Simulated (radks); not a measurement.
Values are calculated unless marked as measured or tabulated.
Ionisation ladder of mercury, from Hg33+ to Hg36+. Each ion is in the ground configuration listed by NIST, and IE = E(next ion) - E(this ion). Level of theory: Dirac Kohn-Sham, PBE, spin-unpolarised, spherical densities, point nucleus; open shells fill j = l - 1/2 first (a radial shooting solver on a logarithmic mesh with Libxc functionals).

Hg33+: configuration [Kr] 4d10 4f1; E (hartree) -19089.9292; IE, Delta-SCF (eV) 1264.4; -e(HOMO) (eV) 1234.4; HOMO 4f5/2; IE, NIST (eV) 1280; kind theory; error (eV) -15.6
Hg34+: configuration [Kr] 4d10; E (hartree) -19043.4641; IE, Delta-SCF (eV) 1550.3; -e(HOMO) (eV) 1521.9; HOMO 4d5/2; IE, NIST (eV) 1549; kind theory; error (eV) +1.3
Hg35+: configuration [Kr] 4d9; E (hartree) -18986.4934; IE, Delta-SCF (eV) 1607.4; -e(HOMO) (eV) 1578.7; HOMO 4d5/2; IE, NIST (eV) 1603; kind theory; error (eV) +4.4
Hg36+: configuration [Kr] 4d8; E (hartree) -18927.4243; IE, Delta-SCF (eV) 1665.0; -e(HOMO) (eV) 1636.1; HOMO 4d5/2; IE, NIST (eV) 1661; kind theory; error (eV) +4.0

Reference values: NIST Atomic Spectra Database (exp. = measured, semi-emp. = semi-empirical, theory = theoretical value adopted there). The ionisation energy per charge of the ion left behind rises most, in proportion, at Hg34+ ([Kr] 4d10), from 37.188 to 44.293 eV. Spin polarisation and multiplet splitting are left out, so open shells lie too high by an amount that depends on their filling.

Beside tabulated values, note that spin-unpolarised runs miss the spin-polarisation part of the exchange energy of open shells.
